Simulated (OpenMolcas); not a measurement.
Ta2+: moving or changing the point charges

Ta2+ among 6 point charges of -1.7 e arranged as an octahedron (Oh), 2.22 Å from the ion.
```
   2.2200    0.0000    0.0000  -1.70
   0.0000    2.2200    0.0000  -1.70
  -2.2200    0.0000    0.0000  -1.70
   0.0000   -2.2200    0.0000  -1.70
   0.0000    0.0000    2.2200  -1.70
   0.0000    0.0000   -2.2200  -1.70
```

* Program: OpenMolcas 26.06
* Method: CASSCF
* Basis: ANO-RCC-VDZP [7s6p4d2f1g]
* Scalar Hamiltonian: DKH2, point nucleus
* Active space: 3 electrons in 5 orbitals (5d)
* State averaging: 2S+1 = 4 even, 10 roots; 2S+1 = 2 even, 40 roots
* Spin-orbit coupling: state interaction with AMFI integrals over the reference wave functions

Runs around this geometry, states (labels of O, the rotations of Oh). Energies in cm-1 above the lowest state or level, χT in cm3 K/mol; 10Dq and B are least-squares fits to the states below 45000 cm-1, weighted by degeneracy, with a free offset, and given where the rms deviation is under 5 % of |10Dq| (or 100 cm-1) and under 700 cm-1.

```csv
R (Å),q (e),Ground state,First state of that spin,10Dq,B (rms of fit),First gap with spin-orbit (degeneracies),χT at 300 K,First state of another spin
2.22,-0.85,4A2,4T2 8538,8783,631 (92),"7415 (4, 4)",0.821,2E 11589
2.22,-1.7,4A2,4T2 17242,17603,614 (147),"10722 (4, 4)",1.305,2E 11465
2.44,-1.7,4A2,4T2 11766,12251,623 (181),"9388 (4, 4)",1.048,2E 11588
```

Taking |10Dq| as R^-n, n = -ln(12251 / 17603) / ln(2.44 / 2.22) = 3.8 between the shortest and longest distance. The point-charge formula for a cubic d site gives n = 5.

Scaling the charges by -0.85 / -1.7 = 0.50 scales |10Dq| by 8783 / 17603 = 0.50; with fixed orbitals a first-order splitting would follow the charge.

Without dynamic correlation the repulsion within the d shell is too large (B by tens of per cent), so at a given field states of lower spin stand too high. Point charges carry no covalency, so the field is a model and not that of real ligands. No measured value stands beside these numbers.
